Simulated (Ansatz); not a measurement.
Molecule: C₃H₂F₃ (charge 0, doublet). It need not be the lowest isomer of its formula. SMILES: [CH]=CC(F)(F)F
Structure (B3LYP-D3(BJ)/def2-TZVP (Ansatz, an electronic-structure program) minimum search):
```xyz
8

C      2.1440    -0.0380     0.0447
C      0.9999    -0.5691     0.3623
C     -0.3300     0.0187    -0.0148
F     -0.2238     1.1541    -0.7169
F     -1.0458    -0.8553    -0.7553
F     -1.0640     0.2858     1.0872
H      3.1942    -0.2356     0.1774
H      0.9240    -1.4945     0.9346
```
Charge 0, spin multiplicity 2.

Atomisation energy built up term by term with Ansatz (kcal/mol; UHF references for open shells; valence terms freeze the core; atomic spin-orbit terms are left out). Basis-set limits of correlation are two-point, X^-3; Hartree-Fock from the larger set.

The UHF reference is spin-contaminated (<S^2> 0.19 over the pure value in the largest basis). 

```tsv
term	basis	kcal/mol
Hartree-Fock	cc-pVQZ	550.79
CCSD correlation	CBS(cc-pVTZ,cc-pVQZ)	211.99
(T)	CBS(cc-pVTZ,cc-pVQZ)	18.89
core correlation	cc-pwCVTZ	3.26
scalar relativity (X2C)	cc-pVTZ-DK against cc-pVTZ	-0.97
sum: De		784.0
```

(T) makes 2.4 % of the CCSD(T) atomisation energy; under 5 % is typical of single-reference molecules.
